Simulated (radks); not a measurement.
Values are calculated unless marked as measured or tabulated.
Spherical quantum dot in the effective-mass picture: electrons in a parabolic well V = omega^2 r^2 / 2 with omega = 1.3, with a point charge +2 (a donor) at the centre, all in effective atomic units (hartree* = m*/eps^2 hartree, bohr* = eps/m* bohr), one dielectric constant everywhere. Level of theory: non-relativistic Kohn-Sham, LDA (Slater exchange, Perdew-Wang correlation), spin-polarised, spherical densities (a radial shooting solver with Libxc functionals). Levels are named by radial order and angular momentum (1s, 1p, 1d, 2s, ...), and open shells are averaged over m. Results are scaled to m* = 0.043 and eps = 14.2, for which hartree* = 5.803 meV and bohr* = 17.48 nm.

N = 27, configuration 1s2 1p6 1d10 2s2 1f(up 7, down 0). This is the lowest configuration that the search found. Occupied and some empty levels:

level    occupation  eigenvalue (meV)  <r> (nm)
1s up             1            78.000     15.53
1s down           1            78.075     15.22
1p up             3            85.297     30.51
1p down           3            85.695     30.06
2s up             1            86.781     31.79
2s down           1            87.221     31.77
1d up             5            89.600     36.33
1d down           5            90.113     36.14
1f up             7            94.000     40.28
2p up             0            94.194     34.73
2p down           0            94.547     34.94
1f down           0            94.556     40.25
1g up             0            98.677     43.44
1g down           0            99.236     43.52
2d up             0            99.866     38.94
2d down           0            100.22     39.03

Energy (meV): total 1459.33, kinetic 221.88, external 356.30, Hartree 967.05, exchange-correlation -85.895.

Electron density:

r (nm)  n(r) (e/nm^3)
3.25        0.0005196
6.87        0.0002396
10.5        0.0001232
14.1       0.00007922
17.7       0.00006751
21.4       0.00006881
25.0       0.00007291
28.6       0.00007428
32.2       0.00007036
35.8       0.00006095
39.4       0.00004771
43.1       0.00003334
46.7       0.00002068
50.3       0.00001129
53.9        5.397e-06
57.5        2.254e-06
61.2        8.210e-07
64.8        2.612e-07
68.4        7.212e-08
72.0        1.747e-08
